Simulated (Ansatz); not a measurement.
Calculated with Ansatz (gas phase, PBE0-D4/def2-TZVP geometries, no zero-point term in ΔE). CBS: MP2 limit from def2 TZ/QZ plus the TZ coupled-cluster correction, frozen cores. This one scheme is used for every species. For Ge outer-core shells are correlated without core-valence functions, which leaves a few kJ/mol of doubt a bond. Scalar relativity is left out up to krypton. One conformer a species, not always the lowest.

Reaction (hydrogenolysis of the Si–F bond): `F[SiH2][O][GeH3]` + H₂ → `[SiH3][O][GeH3]` + H–F

`F[SiH2][O][GeH3]`:

Cartesian coordinates in Å:
```
F -0.183 1.511 1.839
Si -0.015 1.531 0.250
O -0.550 0.148 -0.388
Ge -0.052 -1.563 -0.356
H -0.842 2.640 -0.271
H 1.433 1.719 -0.008
H 1.468 -1.613 -0.131
H -0.446 -2.130 -1.724
H -0.813 -2.243 0.789
```

H₂:

Z-matrix (Å, degrees):
```
H
H 1 0.746
```

`[SiH3][O][GeH3]`:

Z-matrix (Å, degrees):
```
Si
O 1 1.633
H 1 1.484 2 108.2
H 1 1.490 2 111.0 3 120.0
H 1 1.490 2 111.0 3 -120.0
Ge 2 1.776 1 134.7 3 179.5
H 6 1.532 2 105.5 1 -179.4
H 6 1.538 2 108.4 1 60.7
H 6 1.538 2 108.4 1 -59.6
```

H–F:

```xyz
2

F     0.296    0.294   -0.194
H    -0.296   -0.294    0.194
```

```tsv
species	CCSD/def2-SVP energy (Eh)
`F[SiH2][O][GeH3]`	-2541.86616
H₂	-1.16345
`[SiH3][O][GeH3]`	-2442.84545
H–F	-100.13731
```

**Question.** Work out ΔE.

**Answer.** ΔE = (-2442.84545) + (-100.13731) − (-2541.86616) − (-1.16345) = 0.04685 Eh = +123.0 kJ/mol. CCSD(T)/CBS gives +137.7 kJ/mol.

Largest T1 diagnostic among the species: 0.012.

At CCSD(T), def2-SVP lies −13.7 kJ/mol from the extrapolated value and def2-TZVPP −1.5 kJ/mol. From r2SCAN to r2SCAN0 (25 % exact exchange), in def2-TZVPP and without D4, ΔE moves by −3.8 kJ/mol. Leaving LDA and LC-ωPBE aside and taking each functional with its dispersion term where it has one, the values, not all of them listed here, spread over 14.7 kJ/mol, from HSE06-D4 to r2SCAN-D4.
